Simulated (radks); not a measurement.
The oxygen ion O6+, configuration [He]. Method: scalar-relativistic Kohn-Sham, PBE, spin-unpolarised, spherical densities, point nucleus; computed with a radial shooting solver on a logarithmic mesh with Libxc functionals.

Radial electron density D(r) = 4 pi r^2 rho(r):

| r (bohr) | D(r) (e/bohr) |
|---|---|
| 0.01162 | 0.4277 |
| 0.01353 | 0.5619 |
| 0.01575 | 0.7345 |
| 0.01833 | 0.9546 |
| 0.02134 | 1.232 |
| 0.02484 | 1.578 |
| 0.02892 | 2.003 |
| 0.03394 | 2.545 |
| 0.03951 | 3.154 |
| 0.046 | 3.854 |
| 0.05355 | 4.631 |
| 0.06234 | 5.457 |
| 0.07258 | 6.289 |
| 0.08449 | 7.062 |
| 0.09915 | 7.723 |
| 0.1154 | 8.114 |
| 0.1344 | 8.187 |
| 0.1564 | 7.885 |
| 0.1821 | 7.195 |
| 0.212 | 6.170 |
| 0.2468 | 4.924 |
| 0.2896 | 3.548 |
| 0.3372 | 2.354 |
| 0.3925 | 1.396 |
| 0.457 | 0.7266 |
| 0.532 | 0.3249 |
| 0.6193 | 0.1217 |
| 0.721 | 0.03705 |

D(r) has 1 maximum, at r = 0.128 bohr.
